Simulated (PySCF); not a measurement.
Adding and removing an electron: ZnO

UHF-MP2; Zn def2-TZVPPD, O def2-TZVPPD; no relativity (PySCF 2.14). Neutral (UHF): triplet (σ ↑, π ↑), Re = 1.845 Å, ωe = 571 cm⁻¹, De = 1.41 eV.

ZnO⁺ (ROHF): doublet (π ↑), Re = 1.784 Å, ωe = 666 cm⁻¹, De = 1.49 eV to Zn⁺ + O. The energies at the minima are -1853.63615 hartree for ZnO and -1853.31298 for ZnO⁺.

**Question.** Work out the adiabatic ionisation energy, without and with harmonic zero-point energies (1 hartree = 27.2114 eV, 1 eV = 8065.5 cm⁻¹), and the change of the bond length.

**Answer.** At MP2: 0.32317 hartree = 8.794 eV between the minima; the zero-point term (666.0 − 571.0)/2 cm⁻¹ = +0.006 eV makes it 8.800 eV. Re changes by -6.1 pm against the neutral. The electron leaves a σ orbital, and the shorter bond of the ion fits an antibonding orbital, or a change in how ionic the bond is.

Correlated steps freeze 6 core orbitals. UHF and ROHF references stand side by side, which adds small steps between rows. For an ion De counts to the pair picked by the measured ionisation energies or electron affinities, which need not be the lowest pair at this level. States were picked by a PBE0 search and need not be the measured ground states.

Neutral and ion stand on different kinds of reference determinant, which adds to the error of the difference.
